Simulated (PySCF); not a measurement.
NMR data simulated for an unnamed compound:

¹H NMR (400 MHz, computed): δ 9.77 (d, 1H), 6.19 (m, 1H), 6.00 (m, 1H), 5.92 (m, 1H), 5.42 (d, 1H), 5.29 (m, 1H), 5.04 (d, 1H).

¹³C{¹H} NMR (computed): δ 204.4 (CH), 135.2 (CH), 126.5 (C), 125.5 (CH2), 83.5 (CH).

PySCF 2.14 calculation with shielding tensors at PBE0/pcSseg-1 (GIAO) and GFN2-xTB geometry; single conformer, non-relativistic, in vacuum.

Scale: TMS for ¹H (σ = 31.72 ppm), ¹³C (σ = 186.93 ppm) (reference shieldings calculated alike).

Which of these does the molecule contain: an N-methyl group, a tert-butyl group, a Si–H bond, a nitrile, a vinyl group CH=CH2, a three-membered ring?

Results:


- An N-methyl group: no.
- A tert-butyl group: no.
- A Si–H bond: yes (δH 5.42 (d), 5.04 (d)).
- A nitrile: yes (δC 126.5).
- A vinyl group CH=CH2: yes (δC 125.5, 135.2; δH 5.92 (m), 6.00 (m), 6.19 (m)).
- A three-membered ring: no.

The data belong to SMILES C=C[C@@H](C=O)O[SiH2]C#N, C5H7NO2Si; they needn't prove each group on their own.

Carbon signals by region: 1 in the far downfield region (above 160 ppm), 3 in the sp2 and nitrile region (100–160 ppm), 1 at 50–100 ppm. Above 160 ppm: 204.4, aldehyde carbonyl carbon.

Shifts are as computed. Against solution values, carbons near 30 ppm lie about +3 ppm off and those near 130 ppm about +5 ppm. Of 1211 compounds with measured shifts, 218 miss one by over three times the rms of a fit or turn the order of signals round; such compounds aren't used in these exercises. Multiplicities follow the n + 1 count of equivalent neighbours, as no J values were calculated; m marks all less simple cases, F and P coupling included.
